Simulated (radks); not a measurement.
Values are calculated unless marked as measured or tabulated.
Ni+, configuration [Ne] 3s2 3p4 3d9 4f2 (not the ground configuration).

Code: a radial shooting solver on a logarithmic mesh with Libxc functionals. Model: Dirac Kohn-Sham, PBE, spin-unpolarised, spherical densities, finite nucleus; open shells fill j = l - 1/2 first; Fermi nuclear charge, rms radius 3.7757 fm.

Energy parts (hartree):
| part | energy |
|---|---|
| total | -1514.04077 |
| kinetic | 1538.62646 |
| electron-nucleus | -3608.89901 |
| Hartree | 618.27722 |
| exchange-correlation | -62.04545 |

Orbitals (lengths in bohr, moments of r in powers of bohr; <r^-3> diverges for s and p1/2; r(max) is where P^2 peaks):
| orbital | occ. | eigenvalue (hartree) | <r> | r(max) | <r^-3> | <r^2> | small-component weight |
|---|---|---|---|---|---|---|---|
| 1s1/2 | 2 | -303.2525 | 0.05408 | 0.03539 | - | 0.003933 | 1.02e-02 |
| 2s1/2 | 2 | -37.34142 | 0.2445 | 0.2044 | - | 0.07062 | 1.91e-03 |
| 2p1/2 | 2 | -32.76289 | 0.2128 | 0.1628 | - | 0.05567 | 1.90e-03 |
| 2p3/2 | 4 | -32.11751 | 0.2160 | 0.1654 | 609.2 | 0.05724 | 1.87e-03 |
| 3s1/2 | 2 | -5.26871 | 0.7336 | 0.6377 | - | 0.6205 | 4.27e-04 |
| 3p1/2 | 2 | -3.85927 | 0.7600 | 0.6389 | - | 0.6790 | 3.85e-04 |
| 3p3/2 | 2 | -3.77595 | 0.7693 | 0.6464 | 79.25 | 0.6957 | 3.78e-04 |
| 3d3/2 | 4 | -1.45706 | 0.8835 | 0.6164 | 8.082 | 0.9876 | 2.71e-04 |
| 3d5/2 | 5 | -1.44691 | 0.8876 | 0.6189 | 7.917 | 0.9967 | 2.69e-04 |
| 4f5/2 | 2 | -0.11655 | 6.697 | 5.974 | 0.008333 | 50.33 | 6.22e-06 |
| 4f7/2 | 0 | -0.11655 | 6.697 | 5.974 | 0.008331 | 50.33 | 6.22e-06 |

The highest occupied level is 4f5/2 at -3.172 eV. The density falls to 0.001 e/bohr^3 at r = 5.17 bohr. Summed over all electrons, <r^2> = 114.1 bohr^2, which gives a Langevin (diamagnetic) susceptibility term of -90.3 x 10^-6 cm^3/mol. The electron density at the nucleus is 1.961e+04 e/bohr^3.
